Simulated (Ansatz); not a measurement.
Consider the substitution at a C–Cl bond: `FC1=C(Cl)[SiH2]1` + H–F → `FC1=C(F)[SiH2]1` + HCl.

Gas-phase electronic energies from Ansatz, PBE0-D4/def2-TZVP geometries. CCSD(T)/CBS is the MP2 limit (def2-TZVPP, def2-QZVPP) plus CCSD(T) − MP2 in def2-TZVPP, frozen cores. This one scheme is used for every species. DFT in def2-TZVPP. HSE06 is defined as in plane-wave codes.

`FC1=C(Cl)[SiH2]1`:

Cartesian coordinates in Å:
```
F 0.051 1.638 1.593
C 0.018 0.694 0.677
C -0.857 -0.212 0.266
Cl -2.431 -0.713 0.643
Si 0.705 -0.289 -0.676
H 0.810 0.239 -2.059
H 1.706 -1.359 -0.444
```

H–F:

Z-matrix (Å, degrees):
```
F
H 1 0.920
```

`FC1=C(F)[SiH2]1`:

Cartesian coordinates in Å:
```
F 0.402 1.569 1.621
C 0.160 0.631 0.729
C -0.194 -0.645 0.707
F -0.478 -1.601 1.568
Si 0.023 0.010 -0.975
H -1.129 0.344 -1.850
H 1.216 -0.307 -1.800
```

HCl:

```xyz
2

Cl    0.138   -0.574    0.245
H    -0.138    0.574   -0.245
```

CCSD(T)/CBS gives +42.9 kJ/mol.

(1) Another level gave +32.3 kJ/mol. Which?
A. MP2/def2-TZVPP
B. HSE06-D4/def2-TZVPP
C. r2SCAN-D4/def2-TZVPP
D. CAM-B3LYP-D4/def2-TZVPP

Largest T1 diagnostic among the species: 0.014.

Results:

(1) C. r2SCAN-D4 32.3, CAM-B3LYP-D4 27.6, HSE06-D4 36.4, MP2/def2-TZVPP 50.6 kJ/mol.

At CCSD(T), def2-SVP lies −23.5 kJ/mol from the extrapolated value and def2-TZVPP −5.6 kJ/mol. In def2-TZVPP, CCSD(T) changes the Hartree–Fock value by +16.0 kJ/mol (the triples alone add +2.8 kJ/mol) and MP2 by +29.3 kJ/mol. The D4 term adds +6.0 kJ/mol with B3LYP and +3.2 kJ/mol with PBE0; it sums over pairs of atoms, weighted by their polarisabilities, and B3LYP, whose exchange is more repulsive, gets the larger term.

B3LYP here is the variant with VWN-RPA as its local correlation; programs differ in this.
